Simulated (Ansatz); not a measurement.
Ansatz (a quantum-chemistry and plane-wave program) input:

Ansatz 0.2 input:
```yaml
crystal:
  periodic: [false, false, false]
  atoms:
    - {symbol: Si, position_ang: [-0.13286889, -0.08773688, -0.02868357]}
    - {symbol: Br, position_ang: [-0.64555429, -0.69810316, 2.14191878]}
    - {symbol: Br, position_ang: [-1.13563311, -1.69667037, -1.25855181]}
    - {symbol: Br, position_ang: [-1.56064831, 1.71512131, -0.26989791]}
    - {symbol: N, position_ang: [1.41112246, 0.00379270, -0.52291970]}
    - {symbol: H, position_ang: [2.03608916, 0.66700179, -0.09591420]}
basis:
  gaussian:
    orbitals: def2-TZVP
hamiltonian:
  xc: b3lyp
  dispersion: d3bj
total_charge: -1
relax: {f_tol: 0.002, max_steps: 150}
```

Problem. Which total energy does the run end on?

Solution. -8067.69022 Eh (B3LYP-D3(BJ)/def2-TZVP). The basis has 218 functions.

It need not be the lowest isomer of its formula. Whether it binds its extra electron was not tested at this geometry.
